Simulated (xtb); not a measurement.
C$_{2}$H$_{6}$Zn, charge -1, doublet, geometry from GFN2-xTB (such geometries of metal compounds can be far from the true shape) (a state made from the parent by changing its charge; the spin is typed, not shown lowest); GFN2-xTB with ALPB(ch2cl2) (xtb 6.7.1).

The xtb input:
```
$ xtb mol.xyz --gfn 2 --chrg -1 --uhf 1 --alpb ch2cl2 --json

# file mol.xyz
9

Zn     0.17759845    -0.49094132     0.13229608
C      1.32147960     0.97021973    -1.47352980
H      2.31271718     0.65165162    -1.82828766
H      1.45764629     1.96698810    -1.03361241
H      0.70453769     1.11057171    -2.37174891
C     -1.85600265     0.51046515     1.07390291
H     -2.76985616    -0.08881283     0.94903778
H     -2.04018173     1.46487311     0.56600317
H     -1.78567864     0.73885854     2.14748685
```

Q: Predict the main parts of the log of this xtb run.

A: 
```
   ID    Z sym.   atoms
    1   30 Zn     1
    2    6 C      2, 6
    3    1 H      3-5, 7-9

           -------------------------------------------------
          |                Calculation Setup                |
           -------------------------------------------------

molecular fragmentation (1/2 indicates fragments):
111122222
# atoms in fragment 1/2:     4     5
 fragment masses (1/2) :       79.40       16.04
CMA distance (Bohr)    :   4.768
constraining FC (au)   :  0.0500

           -------------------------------------------------
          |                 G F N 2 - x T B                 |
           -------------------------------------------------

      * Solvation model:               ALPB
        Solvent                        ch2cl2
        Parameter file                 internal GFN2-xTB/ALPB
        Dielectric constant                8.9300E+00
        Reference state                gsolv [1 M gas/solution]
        Free energy shift                  4.1487E-03 Eh       2.6033E+00 kcal/mol
        Temperature                        2.9815E+02 K
        Density                            1.3300E+00 kg/L
        Solvent mass                       8.4930E+01 g/mol
        Interaction kernel             P16
        Born radius scaling (c1)           1.5691E+00
        Born radii integrator          GBOBC
        Born offset                        0.0000E+00 a0       0.0000E+00 AA
        H-bond correction              false
        Ion screening                  false
        Surface tension                    1.0000E-05 Eh       1.5569E+01 dyn/cm
        Grid points                               230 per atom

          ...................................................
          :                      SETUP                      :
          :.................................................:
          :  # basis functions                  18          :
          :  # atomic orbitals                  18          :
          :  # shells                           12          :
          :  # electrons                        17          :
          :  max. iterations                   250          :
          :  Hamiltonian                  GFN2-xTB          :
          :  restarted?                      false          :
          :  GBSA solvation                   true          :
          :  PC potential                    false          :
          :  electronic temp.          300.0000000     K    :
          :  accuracy                    1.0000000          :
          :  -> integral cutoff          0.2500000E+02      :
          :  -> integral neglect         0.1000000E-07      :
          :  -> SCF convergence          0.1000000E-05 Eh   :
          :  -> wf. convergence          0.1000000E-03 e    :
          :  Broyden damping             0.4000000          :
          :  net charge                         -1          :
          :  unpaired electrons                  1          :
          ...................................................

 iter      E             dE          RMSdq      gap      omega  full diag
   1     -8.0258418 -0.802584E+01  0.815E+00    3.77       0.0  T
   2     -8.0746991 -0.488573E-01  0.266E+00    5.27       1.0  T
   3     -8.1072054 -0.325063E-01  0.281E+00    4.70       1.0  T
   4     -8.1269909 -0.197855E-01  0.407E-01    5.21       1.0  T
   5     -8.1271955 -0.204578E-03  0.105E-01    5.26       1.0  T
   6     -8.1272000 -0.442447E-05  0.669E-02    5.25       1.0  T
   7     -8.1272020 -0.201744E-05  0.930E-03    5.25       3.6  T
   8     -8.1272021 -0.176795E-06  0.633E-03    5.25       5.3  T
   9     -8.1272022 -0.299461E-07  0.191E-03    5.25      17.5  T
  10     -8.1272022 -0.472619E-08  0.421E-04    5.25      79.3  T
  11     -8.1272022 -0.229806E-09  0.403E-05    5.25     827.9  T

   *** convergence criteria satisfied after 11 iterations ***

         :::::::::::::::::::::::::::::::::::::::::::::::::::::
         ::                     SUMMARY                     ::
         :::::::::::::::::::::::::::::::::::::::::::::::::::::
         :: total energy              -8.031997352856 Eh    ::
         :: total w/o Gsasa/hb        -8.023694023140 Eh    ::
         :: gradient norm              0.003241847479 Eh/a0 ::
         :: HOMO-LUMO gap              5.245740948772 eV    ::
         ::.................................................::
         :: SCC energy                -8.127200369579 Eh    ::
         :: -> isotropic ES            0.131075801577 Eh    ::
         :: -> anisotropic ES          0.010180730158 Eh    ::
         :: -> anisotropic XC          0.004436729223 Eh    ::
         :: -> dispersion             -0.005261002619 Eh    ::
         :: -> Gsolv                  -0.081571842141 Eh    ::
         ::    -> Gelec               -0.073268512425 Eh    ::
         ::    -> Gsasa               -0.012452027076 Eh    ::
         ::    -> Ghb                  0.000000000000 Eh    ::
         ::    -> Gshift               0.004148697361 Eh    ::
         :: repulsion energy           0.095203016723 Eh    ::
         :: add. restraining           0.000000000000 Eh    ::
         :: total charge              -1.000000000000 e     ::
         :::::::::::::::::::::::::::::::::::::::::::::::::::::

           -------------------------------------------------
          |                Property Printout                |
           -------------------------------------------------

    * Orbital Energies and Occupations

         #    Occupation            Energy/Eh            Energy/eV
      -------------------------------------------------------------
         1        2.0000           -0.4875201             -13.2661
         2        2.0000           -0.4873812             -13.2623
         3        2.0000           -0.3864445             -10.5157
         4        2.0000           -0.3859845             -10.5032
         5        2.0000           -0.3855103             -10.4903
         6        2.0000           -0.3848049             -10.4711
         7        2.0000           -0.3117386              -8.4828
         8        2.0000           -0.2639324              -7.1820
         9        1.0000           -0.1924010              -5.2355 (HOMO)
        10                          0.0003764               0.0102 (LUMO)
        11                          0.1086960               2.9578
        12                          0.1727831               4.7017
        13                          0.2643942               7.1945
        14                          0.2655288               7.2254
        15                          0.2671886               7.2706
        16                          0.2689324               7.3180
        17                          0.2915858               7.9345
        18                          0.3584183               9.7531
      -------------------------------------------------------------
                  HL-Gap            0.1927774 Eh            5.2457 eV
             Fermi-level           -0.1620895 Eh           -4.4107 eV

     #   Z          covCN         q      C6AA      α(0)
     1  30 Zn       0.851     0.056   249.372    36.322
     2   6 C        3.196    -0.234    33.647     9.456
     3   1 H        0.923    -0.094     5.350     3.617
     4   1 H        0.923    -0.100     5.577     3.693
     5   1 H        0.923    -0.100     5.555     3.686
     6   6 C        3.195    -0.235    33.665     9.459
     7   1 H        0.923    -0.096     5.422     3.641
     8   1 H        0.924    -0.101     5.589     3.697
     9   1 H        0.923    -0.097     5.450     3.651

 Mol. C6AA /au·bohr⁶  :       1675.587948
 Mol. C8AA /au·bohr⁸  :      61246.690274
 Mol. α(0) /au        :         77.222409

Wiberg/Mayer (AO) data.
largest (>0.10) Wiberg bond orders for each atom

 ---------------------------------------------------------------------------
     #   Z sym  total        # sym  WBO       # sym  WBO       # sym  WBO
 ---------------------------------------------------------------------------
     1  30 Zn   1.151 --     6 C    0.553     2 C    0.553
     2   6 C    3.604 --     3 H    0.984     5 H    0.979     4 H    0.979
                             1 Zn   0.553     6 C    0.103
     3   1 H    0.991 --     2 C    0.984
     4   1 H    0.990 --     2 C    0.979
     5   1 H    0.990 --     2 C    0.979
     6   6 C    3.605 --     7 H    0.982     9 H    0.981     8 H    0.980
                             1 Zn   0.553     2 C    0.103
     7   1 H    0.991 --     6 C    0.982
     8   1 H    0.990 --     6 C    0.980
     9   1 H    0.991 --     6 C    0.981
 ---------------------------------------------------------------------------

Topologies differ in total number of bonds
Writing topology from bond orders to xtbtopo.mol

molecular dipole:
                 x           y           z       tot (Debye)
 q only:        0.654      -1.804       0.485
   full:        0.375      -1.041       0.282       2.903
molecular quadrupole (traceless):
                xx          xy          yy          xz          yz          zz
 q only:       -6.202      -0.992       6.411      12.745       2.959      -0.209
  q+dip:       -4.680      -0.723       4.799       9.562       2.216      -0.119
   full:       -5.085      -0.427       4.856      10.926       2.869       0.229

           -------------------------------------------------
          | TOTAL ENERGY               -8.031997352856 Eh   |
          | GRADIENT NORM               0.003241847479 Eh/α |
          | HOMO-LUMO GAP               5.245740948772 eV   |
           -------------------------------------------------

normal termination of xtb
```
